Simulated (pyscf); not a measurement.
**H₃C–CH•–CH₂–CH₂–CH₃, doublet**

Gas-phase minimum from PySCF at ωB97X-D3(BJ)/def2-SVP, one conformer. Other isomers of H₃C–CH•–CH₂–CH₂–CH₃ were not searched in full and may lie lower. 

```xyz
16

C      1.0139    -2.1480    -1.1264
C      0.7102    -0.7135    -0.8500
C      0.1560    -0.2500     0.4610
C     -1.2775     0.3074     0.3677
C     -2.2957    -0.7287    -0.1050
H      0.0897    -2.7596    -1.1867
H      1.6210    -2.5971    -0.3186
H      1.5563    -2.2827    -2.0747
H      0.7732     0.0161    -1.6663
H      0.8053     0.5409     0.8849
H      0.1736    -1.0834     1.1864
H     -1.5746     0.7003     1.3556
H     -1.2816     1.1714    -0.3204
H     -2.3194    -1.5988     0.5727
H     -3.3126    -0.3070    -0.1449
H     -2.0462    -1.0992    -1.1127
```
Charge 0, spin multiplicity 2.

Bonds (Å): C1–C2 1.492, C1–H6 1.110, C1–H7 1.106, C1–H8 1.101, C2–C3 1.497, C2–H9 1.097, C3–C4 1.541, C3–H10 1.108, C3–H11 1.105, C4–C5 1.528, C4–H12 1.104, C4–H13 1.105, C5–H14 1.103, C5–H15 1.102 (the first ones only). Bond angles (°): C2–C1–H6 111.7, C2–C1–H7 111.5, C2–C1–H8 112.2, H6–C1–H7 105.8, H6–C1–H8 107.2, H7–C1–H8 108.0, C1–C2–C3 122.4, C1–C2–H9 119.3, C3–C2–H9 117.9, C2–C3–C4 113.8, C2–C3–H10 109.8, C2–C3–H11 109.6, C4–C3–H10 108.1, C4–C3–H11 109.1 (the first ones only).

Properties at ωB97X-D3(BJ)/def2-SVP:

Harmonic wavenumbers, unscaled: 33, 75, 130, 230, 290, 359, 378, 495, 774, 835, 887, 929, 974, 1015, 1060, 1099, 1155, 1186, 1249, 1278, 1329, 1373, 1390, 1418, 1438, 1455, 1463, 1468, 1477, 1482, 1490, 3003, 3028, 3057, 3064, 3076, 3091, 3112, 3147, 3153, 3155, 3190 cm⁻¹
Zero-point energy: 91.9 kcal/mol
Rotational symmetry number: 1
Entropy of this conformer at 298 K and 1 atm, rigid rotor and harmonic oscillator, modes under 100 cm⁻¹ raised to 100: 349.7 J/(mol K)
Dipole moment: 0.16 D
Spin expectation value S2: 0.754

Single-point totals, which compare only within one level:

```
level                   total energy (hartree)
----------------------  ----------------------
ωB97X-D3(BJ)/def2-TZVP              -197.28872
PBE/def2-TZVP                       -196.87989
r²SCAN/def2-TZVP                    -197.04274
B3LYP-D3(BJ)/def2-TZVP              -197.19967
PBE0-D3(BJ)/def2-TZVP               -196.93043
M06-2X/def2-TZVP                    -197.05927
ωB97M-D3(BJ)/def2-TZVP              -197.21627
```

The lowest mode is so soft that the shape along it may change with the basis. Soft torsions are taken as harmonic, which can shift the entropy by several J/(mol K).
